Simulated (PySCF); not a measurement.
Compound: zinc dihydride, ZnH2 (singlet state).
SMILES: `[ZnH2]`

The calculation used MP2 and CCSD/aug-cc-pVTZ in PySCF, restricted Hartree–Fock reference, 5 core orbitals frozen, non-relativistic, gas phase, PBE0-D3(BJ)/def2-SVP geometry.

E(HF) = -1778.97088 Eh.

Problem. How large is the problem?

Solution. 139 basis functions and 32 electrons; 5 orbitals frozen, which leaves o = 11 correlated occupied and v = 123 virtual orbitals. That is o·v = 1353 singles and o·v(o·v + 1)/2 = 915981 distinct closed-shell doubles amplitudes before symmetry; the costliest CCSD step grows as o²v⁴ = 2.8 × 10^10.

Problem. What are the MP2 and CCSD correlation energies?

Solution. MP2 -0.9504 Eh and CCSD -0.8680 Eh, which gives totals of -1779.92130 and -1779.83890 Eh. That is 1.074 eV for each correlated electron at CCSD (2279 kJ/mol in all, 0.049 % of the total energy); MP2 gives 109.5 % of the CCSD value.

Problem. What is the T1 diagnostic?

Solution. 0.0164, for which the customary limit of 0.02, set for main-group molecules, is no guide with a transition metal. It is the norm of the spatial-orbital singles amplitudes over the root of the number of correlated electrons, so the norm is 0.077.

No triples correction and no basis-set extrapolation were made.

The job also held the EOM ionisation and excitation roots. Hardware: one thread of an Arm Neoverse V2 (shared host). Cost: 15 min of wall time, 2.6 GiB resident at most.
